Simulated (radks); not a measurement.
Initial-state core-level shifts of the zirconium ion Zr2+ when its valence configuration changes from [Kr] 4d2. All-electron calculation, scalar-relativistic Kohn-Sham, SCAN, spin-polarised, spherical densities, finite nucleus; open shells are filled with parallel spins first (spin-orbit coupling, left out, can overturn this in heavy ions); meta-GGA in the generalised Kohn-Sham scheme; Fermi nuclear charge, rms radius 4.2694 fm. Program: a radial shooting solver on a logarithmic mesh with Libxc functionals. Shifts are changes of the shell-averaged eigenvalues in eV (positive: less bound); the change of the density at the nucleus, which sets a Mossbauer isomer shift, is in e/bohr^3, on a base of 7.604e+04.

| valence | 2s | 3s | 4s | 4p | density at nucleus |
|---|---|---|---|---|---|
| 5p2 | -10.883 | -10.630 | -9.492 | -8.876 | +6.854 |
| 4d1 5p1 | -5.335 | -5.233 | -4.772 | -4.483 | +3.013 |
| 4d1 5s1 | -4.195 | -4.085 | -3.638 | -3.383 | +17.852 |
| 4d1.5 5p0.5 | -2.651 | -2.606 | -2.397 | -2.258 | +1.422 |
| 4d0.5 5p1.5 | -8.080 | -7.910 | -7.139 | -6.692 | +4.820 |
